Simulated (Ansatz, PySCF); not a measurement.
Gas-phase reaction in SMILES: C[Si](Cl)(Cl)Cl [trichloro(methyl)silane] + 4 [H][H] (H2) -> C (CH4) + 3 Cl (HCl) + [SiH4] (SiH4)
Geometries: B3LYP-D3(BJ)/def2-TZVP minima from Ansatz (a quantum-chemistry and plane-wave program). Frequencies are from Ansatz or PySCF.

Quantity: energy of full hydrogenation (enthalpy at 298 K, with B3LYP-D3(BJ) rigid-rotor harmonic-oscillator terms), in kcal/mol. Correlated levels leave the core frozen unless marked. Spin-orbit coupling is left out. Non-relativistic. Basis-set limits of correlation are two-point, X^-3; Hartree-Fock from the larger set. The bracket is a focal-point correction in the basis named.

```tsv
level	program	energy of full hydrogenation (kcal/mol)	minus last row
BLYP/def2-TZVPD	Ansatz	48.5	-10.4
PBE0-D4/def2-TZVPD	Ansatz + dftd4	57.6	-1.3
HSE06-D3(BJ)/def2-TZVPD	Ansatz + dftd3	57.2	-1.7
HSE06/def2-TZVPD	Ansatz	53.6	-5.3
MP2/cc-pV(T+d)Z	Ansatz	62.5	3.6
RI-MP2/cc-pV(Q+d)Z	Ansatz	65.3	6.4
SCS-MP2/cc-pV(D+d)Z	Ansatz	43.1	-15.8
CCSD(T)/aug-cc-pV(T+d)Z	Ansatz	53.9	-5.0
RI-MP2/CBS(cc-pV(T+d)Z,cc-pV(Q+d)Z)+[CCSD(T)-MP2]/cc-pV(D+d)Z	Ansatz	58.5	-0.4
RI-MP2/CBS(aug-cc-pV(T+d)Z,aug-cc-pV(Q+d)Z)+[CCSD(T)-MP2]/aug-cc-pV(T+d)Z	Ansatz	58.9	0.0
```
